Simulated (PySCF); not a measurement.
Gas-phase reaction: GaNH₂ + GaH₃.NH₃ = N₂H₂ + 2 GaH₃

Method: PySCF energies (xtb for GFN2) plus ideal-gas RRHO corrections (1 bar). † marks an energy on the PBE0/def2-TZVP geometry and frequencies; other levels use their own. MP2 freezes the core. All species are closed-shell singlets. Ga: all electrons, no relativistic terms. Adducts (GaH₃.NH₃) have no counterpoise correction, and HF, PBE, BLYP, B3LYP and PBE0 lack dispersion. GaNH₂, GaH₃.NH₃, GaH₃: computed as isolated molecules; such fragments, hydroxides, amides, oligomers or adducts are transient or little studied in the gas. MP2 isn't extrapolated to the basis-set limit; its ΔH°(298 K) is 364.3 kJ in def2-SVP and 387.1 kJ in def2-TZVPP. The harmonic model lacks anharmonicity and excited electronic states, which grow with temperature; levels with a mode under 35 cm⁻¹ are left out. Soft modes under 120 cm⁻¹ make the harmonic entropy rough for GaH₃.NH₃.

```json
[
 {"level": "BLYP/def2-TZVP†", "ΔE electronic, kJ": "390", "ΔH°(298 K), kJ": "352", "ΔS°(298 K), J/K": "120", "ΔG°(2500 K), kJ": "81"},
 {"level": "GFN2-xTB", "ΔE electronic, kJ": "485", "ΔH°(298 K), kJ": "441", "ΔS°(298 K), J/K": "120", "ΔG°(2500 K), kJ": "159"},
 {"level": "HF/def2-TZVP†", "ΔE electronic, kJ": "375", "ΔH°(298 K), kJ": "336", "ΔS°(298 K), J/K": "120", "ΔG°(2500 K), kJ": "65"},
 {"level": "MP2/def2-SVP†", "ΔE electronic, kJ": "403", "ΔH°(298 K), kJ": "364", "ΔS°(298 K), J/K": "120", "ΔG°(2500 K), kJ": "94"},
 {"level": "MP2/def2-TZVPP†", "ΔE electronic, kJ": "426", "ΔH°(298 K), kJ": "387", "ΔS°(298 K), J/K": "120", "ΔG°(2500 K), kJ": "117"},
 {"level": "PBE/def2-SVP", "ΔE electronic, kJ": "407", "ΔH°(298 K), kJ": "369", "ΔS°(298 K), J/K": "120", "ΔG°(2500 K), kJ": "99"},
 {"level": "PBE0/def2-QZVP†", "ΔE electronic, kJ": "417", "ΔH°(298 K), kJ": "378", "ΔS°(298 K), J/K": "120", "ΔG°(2500 K), kJ": "108"},
 {"level": "PBE0/def2-TZVP", "ΔE electronic, kJ": "412", "ΔH°(298 K), kJ": "373", "ΔS°(298 K), J/K": "120", "ΔG°(2500 K), kJ": "103"},
 {"level": "r2SCAN/def2-TZVP†", "ΔE electronic, kJ": "415", "ΔH°(298 K), kJ": "377", "ΔS°(298 K), J/K": "120", "ΔG°(2500 K), kJ": "106"},
 {"level": "LDA/def2-TZVP†", "ΔE electronic, kJ": "455", "ΔH°(298 K), kJ": "417", "ΔS°(298 K), J/K": "120", "ΔG°(2500 K), kJ": "146"},
 {"level": "ωB97M-V/def2-TZVP†", "ΔE electronic, kJ": "410", "ΔH°(298 K), kJ": "371", "ΔS°(298 K), J/K": "120", "ΔG°(2500 K), kJ": "101"}
]
```
ΔH° is lowest at HF/def2-TZVP† and highest at GFN2-xTB. No reference value is set beside these.
